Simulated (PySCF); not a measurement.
Compound: C₈H₁₄NP.
Atom-mapped SMILES: `[CH:1]1=[CH:2][P:3]([N:4]2[CH2:5][CH2:6][CH2:7][CH2:8]2)[CH2:9][CH2:10]1`

Structure used (GFN2-xTB), in Å, numbered top down from 1:
```
atom  x, y, z in Å
C1     1.9809   -1.2867   -0.8069
C2     0.9568   -0.6339   -1.3364
P3     0.7626    1.0918   -0.7568
N4    -0.4750    1.0095    0.4286
C5    -1.7794    1.5210    0.0470
C6    -2.5746    0.2879   -0.3935
C7    -2.0176   -0.8317    0.5009
C8    -0.7651   -0.2144    1.1583
C9     2.2414    0.8527    0.3737
C10    2.8347   -0.5489    0.1746
H11    2.2404   -2.3087   -1.0500
H12    0.2872   -1.0493   -2.0740
H13   -2.2449    1.9756    0.9296
H14   -1.6863    2.2781   -0.7313
H15   -3.6476    0.4239   -0.2748
H16   -2.3636    0.0790   -1.4433
H17   -2.7398   -1.1341    1.2582
H18   -1.7555   -1.7104   -0.0875
H19   -0.9825    0.0563    2.1982
H20    0.0894   -0.8903    1.1477
H21    2.9795    1.6224    0.1428
H22    1.9055    1.0186    1.3985
H23    2.8865   -1.1028    1.1174
H24    3.8553   -0.4859   -0.2122
```

Probes without a nucleus sit at each ring's centroid and 1 Å off its mean plane on both sides; NICS is minus the shielding there, NICSzz its component along the normal. Level: GIAO PBE0/pcSseg-1 (PySCF, non-relativistic, gas phase) on the GFN2-xTB geometry, one conformer.

Ring bond lengths (Å), with Mayer bond orders in brackets: C1–C2 1.325 (1.85), C2–P3 1.831 (0.95), P3–C9 1.877 (0.96), C9–C10 1.535 (1.00), C10–C1 1.496 (1.04); N4–C5 1.452 (0.96), C5–C6 1.532 (1.03), C6–C7 1.537 (1.04), C7–C8 1.543 (1.03), C8–N4 1.454 (0.94).

**Question.** What do the NICS probes read (ppm)?

**Answer.** 
```tsv
ring	type	NICS(0)	NICS(1), two faces	NICS(1)zz, two faces	rms pucker (Å)	centre to ring atoms, mean (Å)
C1–C2–P3–C9–C10	5-membered ring with P; formal bonds 1 double, 4 single	-3.8	-3.5 / -4.7	-5.2 / -7.5	0.01	1.36
N4–C5–C6–C7–C8	5-membered ring with N; formal bonds all single	-7.6	-3.8 / -5.5	-7.4 / -8.0	0.17	1.26
```

**Question.** What can be read from them?

**Answer.** 
- C1–C2–P3–C9–C10: mean NICS(1)zz -6.4 ppm, shielded. C9, C10 have four or more neighbours, so the value isn't read as a sign of a π ring current.
- N4–C5–C6–C7–C8: mean NICS(1)zz -7.7 ppm, shielded. C5, C6, C7, C8 have four or more neighbours, and the NICS criterion for π rings isn't applied.

**Question.** At the second NICS(1) probe listed for ring N4–C5–C6–C7–C8, 1 Å off the ring, what do the in-plane components average?

**Answer.** The isotropic value is a third of the trace: (3 × -5.5 − (-8.0))/2 = -4.2 ppm.

**Question.** What are the shieldings of the ring atoms and their hydrogens in the same run (means over atoms taken as equivalent)?

**Answer.** 
```
   atoms                     environment  σ isotropic (ppm)
      C1                alkene CH carbon               35.5
      C2                alkene CH carbon               46.7
      P3     three-coordinate phosphorus              246.3
      N4    nitrogen bonded to 2 C and P              188.0
 C5 (×2)    sp3 carbon bound to nitrogen              133.1
 C6 (×2)                 ring CH2 carbon              158.7
      C9  sp3 carbon bound to phosphorus              156.1
     C10                  allylic carbon              149.1
     H11                vinylic hydrogen              25.07
     H12                vinylic hydrogen              25.71
H13 (×4)              methylene hydrogen              28.72
H15 (×4)              methylene hydrogen              30.25
H21 (×2)              methylene hydrogen              29.72
H23 (×2)              methylene hydrogen              29.01
```

The list is cut; further classes of hydrogen are left out.
